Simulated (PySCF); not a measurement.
Isomers of C2H4BN. All species are isolated molecules in the gas phase. One relaxed conformer stands for each flexible species; it need not be the lowest. Strings in code marks are SMILES.

Level of theory: PBE-D3(BJ)/def2-TZVP // CAM-B3LYP-D3(BJ)/def2-TZVP (PySCF). All candidates: neutral, multiplicity 1. Delta-SCF ions had no search for a lower state. Excitations are Tamm–Dancoff values on a coarser integration grid. The basis has no diffuse functions, so Rydberg states are missing or too high.

- S1 excitation (TDA): 2.84 eV
- HOMO–LUMO gap: 2.82 eV
- vertical ionisation energy (Delta-SCF): 9.12 eV

**Question.** Say which member has these values.
(A) `[H]/N=C\C=B`
(B) `NC1=CB1`
(C) `CBC#N`
(D) `C=CB=N`

**Answer.** A, `[H]/N=C\C=B`. The others give `NC1=CB1`: 6.21 eV, 5.75 eV, 9.39 eV; `C=CB=N`: 5.01 eV, 4.58 eV, 9.73 eV; `CBC#N`: 4.56 eV, 4.45 eV, 11.45 eV
